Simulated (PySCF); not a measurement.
A structure optimised at PBE0-D3(BJ)/def2-SVP, used in a PySCF frequency run:

```
Si
F 1 1.6026
F 1 1.6026 2 105.51
O 1 1.6246 2 111.36 3 -120.95
H 4 0.9618 1 118.82 2 58.73
N 1 1.6799 2 109.85 3 118.34
C 6 1.1988 2 146.81 1 -177.19
O 7 1.1623 4 154.65 5 180.00
```

**Question.** Write its SMILES, formula and point group.

**Answer.** O=C=N[Si](O)(F)F, CHF2NO2Si, Cs

**Question.** What are its rotational constants (standard atomic weights)?

**Answer.** 3.9849, 1.2260, 1.2167 GHz
